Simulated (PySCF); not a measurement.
Two species compared at the same levels of theory.

First species: C₃H₁₁ClN₂Si₃.
Cartesian coordinates in Å at the GFN2-xTB level; atoms count from 1:
```xyz
20
C3H11ClN2Si3 angstrom
N      1.626    1.743    1.602
C      1.892    1.086    0.704
C      2.240    0.251   -0.402
Si     1.275   -1.410   -0.362
Cl     1.971   -2.516   -1.913
C     -0.596   -1.120   -0.622
N     -1.110    0.062    0.057
Si    -1.447    1.453   -0.923
Si    -1.490   -0.117    1.743
H      2.020    0.794   -1.324
H      3.316    0.068   -0.370
H      1.589   -2.119    0.879
H     -1.144   -2.004   -0.278
H     -0.804   -1.038   -1.693
H     -1.526    2.601   -0.037
H     -2.687    1.245   -1.685
H     -0.350    1.589   -1.893
H     -2.536   -1.146    1.864
H     -0.290   -0.591    2.439
H     -1.956    1.177    2.211
```

Second species: C4H11O2PSi2.
Structure used (GFN2-xTB), in Å, numbered top down from 1:
```xyz
20
C4H11O2PSi2 angstrom
C      2.972    1.236   -0.322
C      1.824    1.225   -0.983
Si     0.770   -0.310   -1.277
Si    -0.754   -0.605    0.485
C     -2.129   -1.902    0.183
P     -0.167   -0.814    2.652
O     -1.676    0.831    0.668
C     -1.749    1.744   -0.244
O     -1.150    1.752   -1.285
H      3.408    0.332    0.075
H      3.538    2.140   -0.154
H      1.436    2.162   -1.361
H      0.150   -0.282   -2.601
H      1.687   -1.472   -1.248
H     -2.877   -1.866    0.972
H     -2.636   -1.734   -0.764
H     -1.717   -2.906    0.165
H      0.505   -2.006    2.445
H      1.000   -0.071    2.550
H     -2.442    2.556    0.043
```

Levels: PBE0/pcSseg-1 for HOMO energy, LUMO energy and HOMO–LUMO gap. Geometries: GFN2-xTB. All species are isolated and taken at one optimised geometry, non-relativistic unless stated; the electronic structure was computed with PySCF and density fitting.

Dipoles, sizes and rotational constants follow the conformer. The torsions of the flexible species, by atom-mapped SMILES:
- `[N:1]#[C:2][CH2:3][Si@H:4]([Cl:5])[CH2:6][N:7]([SiH3:8])[SiH3:9]`: C2–C3–Si4–Cl5 -176°, C3–Si4–C6–N7 -39°, Si4–C6–N7–Si8 104°

The conformers of `C=C[SiH2][Si@@](C)(P)OC=O` aren't listed.

Values for the first species:

| Quantity | Value |
| --- | --- |
| HOMO energy | -6.90 eV |
| LUMO energy | -0.40 eV |
| HOMO–LUMO gap | 6.50 eV |

(1) Estimate the same properties for the second species, and the change in each.

## Answers

(1) 
```csv
property,first,second,second less first
HOMO energy,-6.90 eV,-7.32 eV,-0.42 eV
LUMO energy,-0.40 eV,-0.61 eV,-0.21 eV
HOMO–LUMO gap,6.50 eV,6.71 eV,+0.21 eV
```

On the first:  GFN2-xTB frequencies show an imaginary mode (42i cm⁻¹), so this geometry is no minimum at that level.

